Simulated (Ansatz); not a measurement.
Species: C4H7O, net charge 0, doublet state. It need not be the lowest isomer of its formula. SMILES: [C](=O)CCC
Coordinates optimised at B3LYP-D3(BJ)/def2-TZVP (Ansatz, an electronic-structure program):
```xyz
12

C     -2.2454    -0.2823    -0.0667
C     -0.8416     0.3043    -0.1773
C      0.2314    -0.6887     0.2735
C      1.6488    -0.1685     0.1886
O      2.0227     0.8892    -0.1757
H     -2.3515    -1.1759    -0.6862
H     -2.9976     0.4382    -0.3918
H     -2.4775    -0.5632     0.9633
H     -0.7623     1.2111     0.4261
H     -0.6375     0.6043    -1.2074
H      0.0805    -1.0060     1.3102
H      0.2048    -1.6102    -0.3166
```
Charge 0, spin multiplicity 2.

Property: atomisation energy (electronic, to ground-state atoms), in eV. Cores are frozen in the correlated levels unless marked. Open shells are spin-unrestricted. No spin-orbit coupling. No relativistic terms. The coupled-cluster limit lacks core correlation, which all-electron functionals hold. Basis-set limits of correlation are two-point, X^-3; Hartree-Fock from the larger set. [CCSD(T)-MP2]/basis is that difference in the basis named.

```tsv
level	program	atomisation energy (eV)
B3LYP-D4/def2-TZVPD	Ansatz + dftd4	50.83
PBE0/STO-3G	Ansatz	59.08
PBE0/def2-TZVP	Ansatz	51.03
B2GP-PLYP-D4/def2-TZVPD	Ansatz + dftd4	50.20
PBE-QIDH/def2-TZVPD	Ansatz	50.52
RI-MP2/CBS(cc-pVTZ,cc-pVQZ)	Ansatz	51.55
```

Q: Estimate the value at RI-MP2/CBS(cc-pVTZ,cc-pVQZ)+[CCSD(T)-MP2]/cc-pVTZ as computed with Ansatz.

A: 50.72 eV, so RI-MP2/CBS(cc-pVTZ,cc-pVQZ) differs from it by 0.83 eV.
